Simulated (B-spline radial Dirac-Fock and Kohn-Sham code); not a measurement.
Z = 34 (selenium), transition energy 274 keV. These are calculated numbers from an atomic code on a B-spline grid; the model is a Dirac-Hartree-Slater potential of the neutral atom with a Latter tail (no hole, which puts coefficients of high multipoles low close above an edge), finite nucleus with surface currents. Subshells that would emit electrons below 1 keV are left out.

Question: A pure transition shows α(K) = 0.0181, L1/L2 = 13.3 and L1/L3 = 11.9. What is its multipolarity?
A. M2
B. M4
C. M3
D. E1
E. E3
F. M1
G. E4
H. E2

Answer: H. For comparison, α(K), L1/L2, L1/L3 are E1 0.00368, 44.3, 26.8; E3 0.0770, 4.69, 5.22; E4 0.312, 2.13, 2.63; M1 0.00653, 36.0, 84.3; M2 0.0306, 19.2, 37.6; M3 0.134, 11.9, 12.9; M4 0.579, 8.26, 5.99.
